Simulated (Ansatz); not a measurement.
Job for Ansatz (a quantum-chemistry and plane-wave program): U-CCSD(T)/6-31G on PO, 2S+1 = 2, a point of a bond scan (R = 2.220 Å).

Ansatz 0.2 input:
```yaml
crystal:
  periodic: [false, false, false]
  atoms:
    - {symbol: P, position_ang: [-0.00000000, -0.00000000, -0.51471869]}
    - {symbol: O, position_ang: [0.00000000, 0.00000000, 1.70500567]}
basis:
  gaussian:
    orbitals: 6-31G
magnetization: {spin_polarized: true, initial_magnetization: 1}
correlation: {method: ccsd_t, electrons: outside_noble_gas}
scf: {omitted_lower_state_checks: [cluster_reference]}
```

The log:

```
WARN ansatz: RAYON_NUM_THREADS=2 ignored (pool sized by the plan → 2); use --threads N
Functional definition: HF
these checks for a lower state are left out or cut short: cluster_reference
integrals: 0.00 GiB planned
215 factors; integrals over basis functions are off by at most 2.0e-4 eV
mean field: 0.05 GiB planned
mean field evaluation 1: about -11289.2006 eV, gradient 4.1e1 eV
mean field evaluation 2: about -11289.2512 eV, gradient 4.1e1 eV
mean field evaluation 4: about -11298.6233 eV, gradient 1.6e1 eV
mean field evaluation 8: about -11301.0791 eV, gradient 1.1e0 eV
mean field evaluation 16: about -11301.9698 eV, gradient 2.7e0 eV
mean field evaluation 32: about -11305.3539 eV, gradient 1.3e-4 eV
mean field evaluation 64: about -11300.7612 eV, gradient 1.3e1 eV
mean field evaluation 96: about -11302.7308 eV, gradient 3.4e0 eV
mean field evaluation 128: about -11298.5321 eV, gradient 1.6e1 eV
mean field evaluation 160: about -11301.3077 eV, gradient 1.9e0 eV
mean field evaluation 192: about -11304.2987 eV, gradient 7.6e-1 eV
mean field -11305.35392757 eV, -415.4640937940 hartree, gradient 6.3e-6 eV, S^2 2.388849; 12 other end points of the search recorded, 0 dependent functions left out
6 core orbitals not correlated
reference -11305.35392757 eV, -415.4640937940 hartree; 6, 5 occupied and 10, 11 virtual orbitals, 215 factors
second order -2.19175387 eV of doubles, -0.00000000 eV of singles
coupled cluster: 0.05 GiB planned
cycle   1  -2.45832902 eV  change   -2.7e-1 eV  update   7.8e-2
cycle   2  -2.72559887 eV  change   -2.7e-1 eV  update   5.0e-2
cycle   3  -2.89483262 eV  change   -1.7e-1 eV  update   3.8e-2
cycle   4  -3.02724083 eV  change   -1.3e-1 eV  update   2.5e-2
cycle   5  -3.06950032 eV  change   -4.2e-2 eV  update   1.4e-2
cycle   6  -3.12247395 eV  change   -5.3e-2 eV  update   9.9e-3
cycle   7  -3.13460731 eV  change   -1.2e-2 eV  update   7.1e-3
cycle   8  -3.15002089 eV  change   -1.5e-2 eV  update   5.8e-3
cycle   9  -3.15986940 eV  change   -9.8e-3 eV  update   4.5e-3
cycle  10  -3.16250844 eV  change   -2.6e-3 eV  update   3.5e-3
cycle  11  -3.17139534 eV  change   -8.9e-3 eV  update   2.7e-3
cycle  12  -3.17454375 eV  change   -3.1e-3 eV  update   1.4e-3
cycle  13  -3.17581982 eV  change   -1.3e-3 eV  update   7.1e-4
cycle  14  -3.17610901 eV  change   -2.9e-4 eV  update   4.8e-4
cycle  15  -3.17642517 eV  change   -3.2e-4 eV  update   3.3e-4
cycle  16  -3.17661730 eV  change   -1.9e-4 eV  update   2.3e-4
cycle  17  -3.17625524 eV  change    3.6e-4 eV  update   1.5e-4
cycle  18  -3.17600295 eV  change    2.5e-4 eV  update   9.3e-5
cycle  19  -3.17593794 eV  change    6.5e-5 eV  update   6.0e-5
cycle  20  -3.17608432 eV  change   -1.5e-4 eV  update   4.0e-5
cycle  21  -3.17618584 eV  change   -1.0e-4 eV  update   2.2e-5
cycle  22  -3.17622399 eV  change   -3.8e-5 eV  update   1.2e-5
cycle  23  -3.17622519 eV  change   -1.2e-6 eV  update   7.3e-6
coupled cluster: 0.05 GiB planned
perturbative correction -0.11490852 eV, -0.0042228100 hartree
WARN: the results are in doubt because among natural orbitals full CI differs from the method by -0.084 eV
Total energy: -11308.64506127 eV, -415.5850407269 hartree
In doubt: among natural orbitals full CI differs from the method by -0.084 eV
Checks for a lower state left out: cluster_reference
```

Self-consistency was reached. Its determinant has ⟨S²⟩ = 2.39, a mixture of spin states.

Warnings raised: large difference.

Cost: around 1.4 core-seconds (rough).
